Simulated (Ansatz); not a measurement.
Species: sum formula H6Si2O, charge 0, multiplicity 1. SMILES: [SiH3]O[SiH3]
Geometry from a B3LYP-D3(BJ)/def2-TZVP (Ansatz, a first-principles code) optimisation:
```xyz
9

Si     1.5118     0.1910     0.4197
O      0.0885    -0.0525    -0.3506
Si    -1.5428    -0.1727    -0.2969
H      1.5185     1.5233     1.0684
H      1.7159    -0.8506     1.4536
H      2.5993     0.1196    -0.5787
H     -2.0337    -0.4553    -1.6621
H     -2.1310     1.0969     0.1908
H     -1.9430    -1.2713     0.6133
```
Charge 0, spin multiplicity 1.

Wanted: vertical ionisation energy (to the doublet state of charge +1; each state is the SCF solution reached for its spin; for the doublet T1 is 0.063), in eV. Correlated levels leave the core frozen unless marked. Open shells are spin-unrestricted. No spin-orbit coupling. Non-relativistic. CBS(X,Y): correlation extrapolated as X^-3; Hartree-Fock from the larger set. The bracket is a focal-point correction in the basis named.

RI-MP2/CBS(aug-cc-pV(T+d)Z,aug-cc-pV(Q+d)Z)+[CCSD(T)-MP2]/aug-cc-pV(T+d)Z (Ansatz) gives 11.51 eV.

Another calculation gave 11.03 eV. Which level was it?
A) wB97X-V/def2-TZVPD (Ansatz)
B) B2PLYP/def2-TZVPD (Ansatz)
C) PBE0/def2-TZVPD (Ansatz)
D) SVWN5/def2-TZVPD (Ansatz)

B, B2PLYP/def2-TZVPD (Ansatz). The others give 10.34 (SVWN5), 11.18 (wB97X-V), 10.76 (PBE0) eV.
